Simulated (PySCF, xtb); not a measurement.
Ge(H)2(Br)(Me) (CH5BrGe), SMILES [CH3][GeH2][Br].

Harmonic wavenumbers (cm⁻¹) from GFN2-xTB in xtb 6.7.1 at its own minimum, in rising order: 116, 134, 294, 397, 582, 590, 659, 793, 812, 823, 1326, 1445, 1446, 1885, 1945, 2999, 3001, 3026.

What does PBE-D3(BJ)/def2-SVP run with PySCF give at its own minimum? (Estimate from the structure and the level; the computed values follow.)

126, 141, 291, 428, 591, 591, 673, 815, 832, 842, 1204, 1377, 1385, 2078, 2090, 2988, 3095, 3109. Paired by order, the mean absolute difference is 51 cm⁻¹ and the zero-point energies are 31.8 and 32.4 kcal/mol.
